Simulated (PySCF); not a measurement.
C2F8Sn, SMILES F[C](F)(F)[Sn]([F])([F])[C](F)(F)F, singlet (PBE0/def2-SVP optimised geometry):

```
11

F      2.584    -1.542    -0.077
C      2.117    -0.299     0.000
F      2.589     0.257     1.112
F      2.569     0.387    -1.040
Sn    -0.091    -0.299     0.000
F     -0.654     1.542     0.000
F     -0.646    -0.979    -1.713
C     -1.298    -1.338     1.528
F     -1.048    -2.643     1.517
F     -2.589    -1.153     1.290
F     -1.019    -0.868     2.740
```

Calculation: PBE0/def2-TZVP, def2 effective core potentials past Kr (PySCF 2.14.0).

Q: What are the frontier orbital energies and the dipole moment?

A: HOMO-2 -11.54 eV, HOMO-1 -10.77 eV, HOMO -9.60 eV, LUMO -2.40 eV, LUMO+1 -1.13 eV; dipole moment 2.18 D.
